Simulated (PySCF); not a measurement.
C3H5BO3, SMILES O=C1OCB1CO.

Geometry optimised at B3LYP-D3(BJ)/def2-SVP. The structure was generated by enumeration, and PubChem lists no compound with its InChIKey, so it may never have been made. The values are those of a single conformer.

Vertical ionisation energy (IE) and electron affinity (EA) in eV. Rows of orbital energies are one-electron estimates. Where ΔSCF, EOM or ADC give a negative EA the extra electron is unbound and the value depends on the basis.

```json
[
 {"level": "−ε(HOMO), −ε(LUMO), CAM-B3LYP/def2-TZVP (PySCF)", "IE": "9.32", "EA": "1.66"},
 {"level": "−ε(HOMO), −ε(LUMO), PBE/def2-TZVP (PySCF)", "IE": "6.29", "EA": "3.71"}
]
```
